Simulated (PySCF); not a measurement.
**Peak assignment**

Cartesian coordinates in Å; atom numbers follow the order of the lines, from 1:
```xyz
23

C    -2.7991    1.3346   -0.6899
C    -2.1059    0.2089   -0.5973
C    -2.5521   -1.0472   -1.2817
C    -0.8160    0.1500    0.1726
C    -0.7204   -1.0811    1.0783
Si    0.6826    0.2552   -1.0158
F     0.7906   -1.1420   -1.8311
C     2.2240    0.4143   -0.0228
C     3.2189    0.5254    0.6487
C     4.4147    0.6575    1.4465
H    -3.7103    1.3995   -1.2603
H    -2.4844    2.2390   -0.1954
H    -3.3616   -0.8384   -1.9770
H    -2.9101   -1.7710   -0.5497
H    -1.7284   -1.5029   -1.8273
H    -0.7780    1.0371    0.8139
H    -1.5876   -1.1393    1.7356
H    -0.6649   -1.9974    0.4961
H     0.1741   -1.0194    1.6959
H     0.5414    1.2678   -2.0517
H     5.2103    0.0429    1.0269
H     4.7384    1.6979    1.4582
H     4.2191    0.3356    2.4691
```

- geometry: GFN2-xTB
- PBE0/pcSseg-1 with gauge-including orbitals
- code: PySCF 2.14
- non-relativistic Hamiltonian, gas phase, equivalent nuclei averaged, a single conformation

Shifts are taken against calculated references (same method and geometry level): 13C (σ = 186.93 ppm), 1H (σ = 31.72 ppm) vs TMS.

Q: Assign these signals to the numbered atoms. 13C{1H} NMR (computed): δ 156.0, 115.5, 113.7, 84.4, 40.7, 23.4, 13.8, 5.7.

A: 
156.0 → C2, fully substituted alkene carbon: as expected for a trigonal carbon in a double bond
115.5 → C1, terminal =CH2 carbon: as expected for a trigonal carbon in a double bond
113.7 → C9, alkyne carbon
84.4 → C8, alkyne carbon: the triple bond shields along its axis, which puts it between sp3 and sp2 carbons
40.7 → C4, allylic sp3 CH bonded to Si
23.4 → C3, allylic methyl carbon: saturated and bonded to C and H only
13.8 → C5, methyl carbon: a saturated carbon with 1 carbon neighbour and no heteroatom attached
5.7 → C10, propargylic methyl carbon: saturated and bonded to C and H only

C1 and C9 lie closer than the usual error of such a calculation, so a measured spectrum could show them in the other order.

Q: Assign these signals to the numbered atoms. 1H NMR (300 MHz, computed): δ 5.03 (m, 1H), 5.00 (m, 1H), 4.96 (m, 1H), 2.11 (s, 3H), 1.90 (s, 3H), 1.90 (m, 1H), 1.39 (d, 3H).

A: 
```tsv
δ (ppm)	atoms	environment	reason
5.03	H11	hydrogen on a terminal =CH2 carbon	olefinic region
5.00	H12	hydrogen on a terminal =CH2 carbon	–
4.96	H20	hydrogen on a silicon bonded to 2 C, F	–
2.11	H21/H22/H23	hydrogen on a propargylic methyl carbon	–
1.90	H13/H14/H15	hydrogen on an allylic methyl carbon	allylic position
1.90	H16	hydrogen on an allylic sp3 CH bonded to Si	allylic position
1.39	H17/H18/H19	hydrogen on a methyl carbon	–
```

H11 and H12; H12 and H20; H13/H14/H15 and H16 lie closer than the usual error of such a calculation, so a measured spectrum could show them in the other order.

Splittings by 19F in the carbon and heteronuclear signals aren't shown, as no couplings were computed. Shifts are as computed. Against solution values, carbons near 30 ppm lie about +3 ppm off and those near 130 ppm about +5 ppm. Of 1309 compounds with measured shifts, 239 miss one by over three times the rms of a fit or turn the order of signals round; such compounds aren't used in these exercises. Multiplicities follow the n + 1 count of equivalent neighbours, as no J values were calculated; m marks all less simple cases, F and P coupling included.
